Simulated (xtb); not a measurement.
Cl$_{4}$Hf, charge -1, doublet, at a GFN2-xTB geometry (such geometries of metal compounds can be far from the true shape) (the multiplicity is a formal guess); GFN1-xTB in xtb 6.7.1.

xtb was given this input:
```
$ xtb mol.xyz --gfn 1 --chrg -1 --uhf 1 --hess --json

# file mol.xyz
5

Hf     0.00000000     0.00000000    -0.00000000
Cl     1.82374327    -0.59211105    -1.26725200
Cl     0.68133758     0.49595755     2.13830958
Cl    -1.01228908     1.84282251    -0.92835265
Cl    -1.49279177    -1.74666901     0.05729507
```

The log (banner, timings and long lists left out):

```
   ID    Z sym.   atoms
    1   72 Hf     1
    2   17 Cl     2-5

           -------------------------------------------------
          |                Calculation Setup                |
           -------------------------------------------------

           -------------------------------------------------
          |                 G F N 1 - x T B                 |
           -------------------------------------------------

          ...................................................
          :                      SETUP                      :
          :.................................................:
          :  # basis functions                  50          :
          :  # atomic orbitals                  45          :
          :  # shells                           15          :
          :  # electrons                        33          :
          :  # halogen bonds                     0          :
          :  max. iterations                   250          :
          :  Hamiltonian                  GFN1-xTB          :
          :  restarted?                      false          :
          :  GBSA solvation                  false          :
          :  PC potential                    false          :
          :  electronic temp.          300.0000000     K    :
          :  accuracy                    1.0000000          :
          :  -> integral cutoff          0.2500000E+02      :
          :  -> integral neglect         0.1000000E-07      :
          :  -> SCF convergence          0.1000000E-05 Eh   :
          :  -> wf. convergence          0.2000000E-04 e    :
          :  Broyden damping             0.4000000          :
          :  net charge                         -1          :
          :  unpaired electrons                  1          :
          ...................................................

 iter      E             dE          RMSdq      gap      omega  full diag
   1    -18.7010236 -0.187010E+02  0.771E+00    0.00       0.0  T
   2    -18.7072606 -0.623703E-02  0.450E+00    0.00       1.0  T
   3    -18.7068667  0.393957E-03  0.541E-01    0.00       1.0  T
   4    -18.7076042 -0.737548E-03  0.474E-02    0.00       1.0  T
   5    -18.7076043 -0.586730E-07  0.206E-02    0.00       2.2  T
   6    -18.7076072 -0.291954E-05  0.626E-04    0.00      71.4  T
   7    -18.7076072 -0.164765E-08  0.480E-05    0.00     932.1  T
   8    -18.7076072 -0.902389E-11  0.720E-07    0.00   62100.8  T

   *** convergence criteria satisfied after 8 iterations ***

         :::::::::::::::::::::::::::::::::::::::::::::::::::::
         ::                     SUMMARY                     ::
         :::::::::::::::::::::::::::::::::::::::::::::::::::::
         :: total energy             -18.667711382549 Eh    ::
         :: gradient norm              0.041357390983 Eh/a0 ::
         :: HOMO-LUMO gap              0.000000001074 eV    ::
         ::.................................................::
         :: SCC energy               -18.707607204451 Eh    ::
         :: -> electrostatic           0.117753311614 Eh    ::
         :: repulsion energy           0.042919661612 Eh    ::
         :: dispersion energy         -0.003023839711 Eh    ::
         :: halogen bond corr.         0.000000000000 Eh    ::
         :: add. restraining           0.000000000000 Eh    ::
         :: total charge              -1.000000000003 e     ::
         :::::::::::::::::::::::::::::::::::::::::::::::::::::

           -------------------------------------------------
          |                Numerical Hessian                |
           -------------------------------------------------
step length          :   0.00500
SCC accuracy         :   0.30000
Hessian scale factor :   1.00000
frozen atoms in %    :   0.00000    0
RMS gradient         :   0.04136 !! INCOMPLETELY OPTIMIZED GEOMETRY !!
estimated CPU  time      0.01 min

writing file <hessian>.

 projected vibrational frequencies (cm⁻¹)
eigval :       -0.00     0.00     0.00     0.00     0.00     0.00
eigval :      -44.62   -44.62    32.55    32.55    32.56   356.47
eigval :      374.16   374.16   374.16
           -------------------------------------------------
          |                Property Printout                |
           -------------------------------------------------

    * Orbital Energies and Occupations

         #    Occupation            Energy/Eh            Energy/eV
      -------------------------------------------------------------
         1        2.0000           -0.7945341             -21.6204
       ...           ...                  ...                  ...
         5        2.0000           -0.4180112             -11.3747
         6        2.0000           -0.3810489             -10.3689
         7        2.0000           -0.3810489             -10.3689
         8        2.0000           -0.3810489             -10.3689
         9        2.0000           -0.3643728              -9.9151
        10        2.0000           -0.3643728              -9.9151
Molecule has the following symmetry elements: 4*(C3) 3*(C2) 3*(S4) 6*(sigma)
It seems to be the Td point group
        11        2.0000           -0.3603687              -9.8061
        12        2.0000           -0.3603687              -9.8061
        13        2.0000           -0.3603687              -9.8061
        14        2.0000           -0.3589663              -9.7680
        15        2.0000           -0.3589663              -9.7680
        16        2.0000           -0.3589663              -9.7680
        17        0.5000           -0.1675047              -4.5580 (HOMO)
        18        0.5000           -0.1675047              -4.5580 (LUMO)
        19                         -0.1413105              -3.8453
        20                         -0.1413105              -3.8453
        21                         -0.1413105              -3.8453
        22                          0.0719524               1.9579
[...]
     3Cl   -0.51237 -0.61575   1.846  5.673 -0.006
     4Cl   -0.51237 -0.61575   1.846  5.673 -0.006
     5Cl   -0.51237 -0.61575   1.846  5.673 -0.006

Wiberg/Mayer (AO) data.
largest (>0.10) Wiberg bond orders for each atom

 ---------------------------------------------------------------------------
     #   Z sym  total        # sym  WBO       # sym  WBO       # sym  WBO
 ---------------------------------------------------------------------------
     1  72 Hf   3.165 --     5 Cl   0.791     4 Cl   0.791     2 Cl   0.791
                             3 Cl   0.791
     2  17 Cl   0.860 --     1 Hf   0.791
     3  17 Cl   0.860 --     1 Hf   0.791
     4  17 Cl   0.860 --     1 Hf   0.791
     5  17 Cl   0.860 --     1 Hf   0.791
 ---------------------------------------------------------------------------

Topologies differ in total number of bonds
Writing topology from bond orders to xtbtopo.mol

 dipole moment from electron density (au)
     X       Y       Z
  -0.0000  -0.0000  -0.0000  total (Debye):    0.000

           -------------------------------------------------
          |               Frequency Printout                |
           -------------------------------------------------
 projected vibrational frequencies (cm⁻¹)
eigval :       -0.00     0.00     0.00     0.00     0.00     0.00
eigval :      -44.62   -44.62    32.55    32.55    32.56   356.47
eigval :      374.16   374.16   374.16
 reduced masses (amu)
   1: 87.29   2: 81.81   3: 88.99   4: 79.86   5: 57.84   6: 56.04   7: 35.45   8: 35.45
   9: 70.53  10: 70.53  11: 70.53  12: 35.45  13: 63.70  14: 63.70  15: 63.70
 IR intensities (km·mol⁻¹)
   1:  1.98   2:  1.77   3:  2.04   4:  1.70   5:  0.85   6:  0.79   7:  0.00   8:  0.00
   9: 36.36  10: 36.36  11: 36.36  12:  0.00  13: 88.59  14: 88.59  15: 88.59
 Raman intensities (Ä⁴*amu⁻¹)
   1:  0.00   2:  0.00   3:  0.00   4:  0.00   5:  0.00   6:  0.00   7:  0.00   8:  0.00
   9:  0.00  10:  0.00  11:  0.00  12:  0.00  13:  0.00  14:  0.00  15:  0.00
 output can be read by thermo (or use thermo option).
 writing <g98.out> molden fake output.
 recommended (thermochemical) frequency scaling factor: 1.0
           -------------------------------------------------
          |             Thermodynamic Functions             |
           -------------------------------------------------

td  symmetry found (for desy threshold:  0.10E+00) used in thermo

          ...................................................
          :                      SETUP                      :
          :.................................................:
          :  # frequencies                           7      :
          :  # imaginary freq.                       2      :
          :  linear?                             false      :
          :  only rotor calc.                    false      :
          :  symmetry                               td      :
          :  rotational number                      12      :
          :  scaling factor                  1.0000000      :
          :  rotor cutoff                   50.0000000 cm⁻¹ :
          :  imag. cutoff                  -20.0000000 cm⁻¹ :
          :.................................................:

    mode    ω/cm⁻¹     T·S(HO)/kcal·mol⁻¹    T·S(FR)/kcal·mol⁻¹   T·S(vib)
   ------------------------------------------------------------------------
       1     32.55    -1.68980 ( 15.23%)    -1.18341 ( 84.77%)    -1.26051
       2     32.55    -1.68971 ( 15.23%)    -1.18336 ( 84.77%)    -1.26050
       3     32.56    -1.68963 ( 15.24%)    -1.18332 ( 84.76%)    -1.26049
   ------------------------------------------------------------------------

   temp. (K)  partition function   enthalpy   heat capacity  entropy
                                   cal/mol     cal/K/mol   cal/K/mol   J/K/mol
 298.15  VIB   679.                 2495.146      9.570     17.010
         ROT  0.710E+05              888.752      2.981     25.181
         INT  0.483E+08             3383.898     12.551     42.191
         TR   0.555E+28             1481.254      4.968     43.168
         TOT                        4865.1520    17.5189    85.3589   357.1418

       T/K    H(0)-H(T)+PV         H(T)/Eh          T*S/Eh         G(T)/Eh
   ------------------------------------------------------------------------
    298.15    0.775311E-02    0.113449E-01    0.405568E-01   -0.292119E-01
   ------------------------------------------------------------------------

         :::::::::::::::::::::::::::::::::::::::::::::::::::::
         ::                  THERMODYNAMIC                  ::
         :::::::::::::::::::::::::::::::::::::::::::::::::::::
         :: total free energy         -18.696923282717 Eh   ::
         ::.................................................::
         :: total energy              -18.667711382549 Eh   ::
         :: zero point energy           0.003591776713 Eh   ::
         :: G(RRHO) w/o ZPVE           -0.032803676880 Eh   ::
         :: G(RRHO) contrib.           -0.029211900167 Eh   ::
         :::::::::::::::::::::::::::::::::::::::::::::::::::::
imag cut-off (cm-1) :    5.00
 found            2  significant imaginary frequencies
 writing imag mode distorted coords to xtbhess.xyz
 for further optimization.

           -------------------------------------------------
          | TOTAL ENERGY              -18.667711382549 Eh   |
          | TOTAL ENTHALPY            -18.656366492626 Eh   |
          | TOTAL FREE ENERGY         -18.696923282717 Eh   |
          | GRADIENT NORM               0.041357387113 Eh/α |
          | HOMO-LUMO GAP               0.000000001074 eV   |
           -------------------------------------------------
########################################################################
[WARNING] Runtime exception occurred
-1- hessian_numhess: Hessian on incompletely optimized geometry!
########################################################################

normal termination of xtb
```
